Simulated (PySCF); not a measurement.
Molfile (atoms numbered from 1):
```
C6H6N2Si
     RDKit          3D

 15 14  0  0  0  0  0  0  0  0999 V2000
   -1.3869   -0.2883   -1.0604 C   0  0  0  0  0  0  0  0  0  0  0  0
   -0.2691   -1.1716   -0.4965 C   0  0  1  0  0  0  0  0  0  0  0  0
    0.0225   -2.2392   -1.4062 C   0  0  0  0  0  0  0  0  0  0  0  0
    0.2776   -3.0727   -2.1479 N   0  0  0  0  0  0  0  0  0  0  0  0
    1.3564   -0.1851   -0.1736 Si  0  0  0  0  0  4  0  0  0  0  0  0
    0.8741    1.0704    1.1028 C   0  0  0  0  0  0  0  0  0  0  0  0
    0.5444    1.8862    1.9378 C   0  0  0  0  0  0  0  0  0  0  0  0
    0.1747    2.8031    2.8774 C   0  0  0  0  0  0  0  0  0  0  0  0
   -0.1421    3.5739    3.6688 N   0  0  0  0  0  0  0  0  0  0  0  0
   -1.6243    0.5089   -0.3587 H   0  0  0  0  0  0  0  0  0  0  0  0
   -2.2881   -0.8742   -1.2366 H   0  0  0  0  0  0  0  0  0  0  0  0
   -1.0839    0.1602   -2.0045 H   0  0  0  0  0  0  0  0  0  0  0  0
   -0.6067   -1.6255    0.4425 H   0  0  0  0  0  0  0  0  0  0  0  0
    2.3811   -1.0606    0.3922 H   0  0  0  0  0  0  0  0  0  0  0  0
    1.7660    0.5223   -1.3864 H   0  0  0  0  0  0  0  0  0  0  0  0
  1  2  1  0
  2  3  1  0
  3  4  3  0
  2  5  1  0
  5  6  1  0
  6  7  3  0
  7  8  1  0
  8  9  3  0
  1 10  1  0
  1 11  1  0
  1 12  1  0
  2 13  1  1
  5 14  1  0
  5 15  1  0
M  END
```

[PySCF: GFN2-xTB geometry; σ from GIAO-PBE0/pcSseg-1; isolated molecule; one conformer; non-relativistic; equivalent nuclei averaged]

References, each an isolated molecule treated in the same way: TMS for 13C.

Do the 13C shifts follow the atomic charges (in e)? Tabulate both.

## Answers


```csv
atoms,hybridisation,δ (ppm),σ para (ppm),Hirshfeld,IAO,Mulliken,ESP-fitted
C3,sp,124.5,-197,+0.08,+0.13,+0.11,+0.33
C8,sp,110.9,-190,+0.09,+0.14,-0.14,+0.52
C7,sp,90.6,-152,-0.01,-0.04,+0.22,-0.21
C6,sp,89.3,-159,-0.09,-0.26,-0.23,-0.12
C1,sp3,16.6,-76,-0.10,-0.41,-0.22,-0.29
C2,sp3,9.0,-74,-0.08,-0.40,-0.60,-0.10
```

Correlation coefficients of δ with charge over these carbons: Hirshfeld +0.78, IAO +0.91, Mulliken +0.73, ESP-fitted +0.68; with the paramagnetic shielding -1.00. Among the 4 sp carbons alone: Hirshfeld +0.85, IAO +0.84, Mulliken +0.16, ESP-fitted +0.83. With so few points, grouped by hybridisation, these coefficients are fragile. Charge is one influence among several: hybridisation and low-lying excitations act through the paramagnetic term.

Shifts are as computed. Against solution values, carbons near 30 ppm lie about +3 ppm off and those near 130 ppm about +5 ppm. Of 1309 compounds with measured shifts, 239 miss one by over three times the rms of a fit or turn the order of signals round; such compounds aren't used in these exercises.
